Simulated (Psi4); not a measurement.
Computed with Psi4 with SAPT0/jun-cc-pVDZ, frozen core.

Psi4 input:

```
molecule {
0 1
N 0.54545353 0.00000000 0.00000000
N -0.54545353 -0.00000000 -0.00000000
--
0 1
B -2.01644417 -0.07931550 -0.04630629
H -2.06165823 -0.09403653 1.14204715
H -2.05321106 0.95624661 -0.63000070
H -1.93324238 -1.10007996 -0.65092083
units angstrom
symmetry c1
no_reorient
no_com
}
set basis jun-cc-pvdz
set scf_type df
set freeze_core true
energy('sapt0')
```

Part of the output:

```
    SAPT Results
  --------------------------------------------------------------------------------------------------------
    Electrostatics               -122.32390453 [mEh]     -76.75940896 [kcal/mol]    -321.16136711 [kJ/mol]
      Elst10,r                   -122.32390453 [mEh]     -76.75940896 [kcal/mol]    -321.16136711 [kJ/mol]

    Exchange                      305.11857091 [mEh]     191.46479387 [kcal/mol]     801.08869755 [kJ/mol]
      Exch10                      305.11857091 [mEh]     191.46479387 [kcal/mol]     801.08869755 [kJ/mol]
      Exch10(S^2)                 267.75447183 [mEh]     168.01846772 [kcal/mol]     702.98926894 [kJ/mol]

    Induction                    -127.02161166 [mEh]     -79.70726469 [kcal/mol]    -333.49519546 [kJ/mol]
      Ind20,r                    -216.66803724 [mEh]    -135.96124603 [kcal/mol]    -568.86185340 [kJ/mol]
      Exch-Ind20,r                109.21861910 [mEh]      68.53571820 [kcal/mol]     286.75344495 [kJ/mol]
      delta HF,r (2)              -19.57219352 [mEh]     -12.28173686 [kcal/mol]     -51.38678700 [kJ/mol]

    Dispersion                    -36.57329037 [mEh]     -22.95008619 [kcal/mol]     -96.02316064 [kJ/mol]
      Disp20                      -41.19774965 [mEh]     -25.85197820 [kcal/mol]    -108.16467681 [kJ/mol]
      Exch-Disp20                   4.62445928 [mEh]       2.90189201 [kcal/mol]      12.14151617 [kJ/mol]
      Disp20 (SS)                 -20.59887483 [mEh]     -12.92598910 [kcal/mol]     -54.08233840 [kJ/mol]
      Disp20 (OS)                 -20.59887483 [mEh]     -12.92598910 [kcal/mol]     -54.08233840 [kJ/mol]
      Exch-Disp20 (SS)              1.30207746 [mEh]       0.81706594 [kcal/mol]       3.41860390 [kJ/mol]
      Exch-Disp20 (OS)              3.32238182 [mEh]       2.08482607 [kcal/mol]       8.72291227 [kJ/mol]

  Total HF                         55.77305472 [mEh]      34.99812022 [kcal/mol]     146.43213499 [kJ/mol]
  Total SAPT0                      19.19976435 [mEh]      12.04803402 [kcal/mol]      50.40897435 [kJ/mol]
```
